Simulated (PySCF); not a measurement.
A structure optimised at PBE-D3(BJ)/def2-SVP, used in a PySCF frequency run:

```
B
F 1 1.3415
O 1 1.3431 2 117.22
C 3 1.4282 1 125.47 2 180.00
H 4 1.1065 3 111.78 1 0.00
H 4 1.1087 5 110.07 3 120.49
H 4 1.1087 5 110.07 6 119.03
C 1 1.6215 2 115.62 3 180.00
O 8 1.2244 1 125.36 2 180.00
H 8 1.1379 9 119.24 5 180.00
```

Problem. Write its SMILES, formula and point group.

Solution. COB(F)C=O, C2H4BFO2, Cs

Problem. What are its rotational constants (standard atomic weights)?

Solution. 3.8768, 3.5997, 1.8892 GHz
